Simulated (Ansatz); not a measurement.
Relaxation of CH₆SSn (9 atoms, charge 0, multiplicity 1), to a largest force component of 0.02 eV/Å in at most 50 steps.

These are results of UKS BHLYP/def2-SVP (Ansatz), not measurements.

```xyz
9
Properties=species:S:1:pos:R:3
C -0.712 0.963 -0.952
S -0.755 -0.808 -1.074
Sn 0.645 -1.057 0.849
H -1.542 -1.063 -2.178
H 0.276 1.392 -1.081
H -1.191 1.343 0.007
H 2.223 -0.234 0.576
H 1.013 -2.742 1.147
H -0.103 -0.333 2.300
```

Where does it end, and by what steps?

It converged. After 11 steps the energy has fallen by 3.984 eV; C1 moved furthest, 0.89 Å. Parted: S2–Sn3. Joined: C1–Sn3.

```json
{"step": "0", "energy less start (eV)": "0.0000", "largest force component (eV/Å)": "2.698", "accepted": "yes"}
{"step": "1", "energy less start (eV)": "-0.7687", "largest force component (eV/Å)": "1.666", "accepted": "yes"}
{"step": "2", "energy less start (eV)": "-1.5551", "largest force component (eV/Å)": "1.949", "accepted": "yes"}
{"step": "3", "energy less start (eV)": "-2.3134", "largest force component (eV/Å)": "1.172", "accepted": "yes"}
{"step": "4", "energy less start (eV)": "-3.1435", "largest force component (eV/Å)": "1.248", "accepted": "yes"}
{"step": "5", "energy less start (eV)": "-3.7014", "largest force component (eV/Å)": "0.830", "accepted": "yes"}
{"step": "6", "energy less start (eV)": "-3.9317", "largest force component (eV/Å)": "0.623", "accepted": "yes"}
{"step": "7", "energy less start (eV)": "-3.9696", "largest force component (eV/Å)": "0.449", "accepted": "yes"}
{"step": "8", "energy less start (eV)": "-3.9796", "largest force component (eV/Å)": "0.319", "accepted": "yes"}
{"step": "9", "energy less start (eV)": "-3.9843", "largest force component (eV/Å)": "0.022", "accepted": "yes"}
{"step": "10", "energy less start (eV)": "-3.9842", "largest force component (eV/Å)": "0.039", "accepted": "no"}
{"step": "11", "energy less start (eV)": "-3.9845", "largest force component (eV/Å)": "0.005", "accepted": "yes"}
```

```xyz
9
Properties=species:S:1:pos:R:3
C -0.407 0.232 -0.557
S -1.119 -1.089 -1.572
Sn 0.798 -0.614 1.044
H -1.794 -0.322 -2.444
H 0.236 0.880 -1.155
H -1.191 0.839 -0.101
H 2.387 -0.004 0.918
H 0.814 -2.313 0.916
H 0.130 -0.148 2.544
```

Whether the end is a true minimum wasn't checked by a vibrational analysis.

The run took 40 s on 2 threads of Arm Neoverse V2 (shared host), peak memory 0.28 GiB.
